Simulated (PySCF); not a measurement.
Sb(Cl)2(TeH) (Cl₂HSbTe), SMILES [Cl][Sb]([Cl])[TeH].

Geometry: B3LYP-D3(BJ)/def2-SVP. The structure was generated by enumeration; whether it is a known compound was not checked. The def2 effective core potentials stand for the cores of Sb, Te; spin–orbit coupling is left out.

Level of theory: IEF-PCM-M06-2X/def2-SVP (PySCF).

The values are the electrostatic part of the solvation free energy, E(continuum) − E(gas) at the gas-phase geometry, in a cavity of scaled van der Waals radii (PySCF's table); cavitation and dispersion terms are not included. A continuum can't describe solvent molecules that bind to the metal. In vacuum the orbital gap is 6.45 eV. The dipole moment in vacuum is 3.07 D.

| solvent | ε | ΔG(elec) (kcal/mol) | dipole (D) | gap (eV) |
|---|---|---|---|---|
| water | 78.36 | -6.1 | 4.52 | 6.62 |
| chloroform | 4.71 | -4.1 | 4.02 | 6.56 |
| 1-octanol | 9.86 | -5.1 | 4.27 | 6.59 |
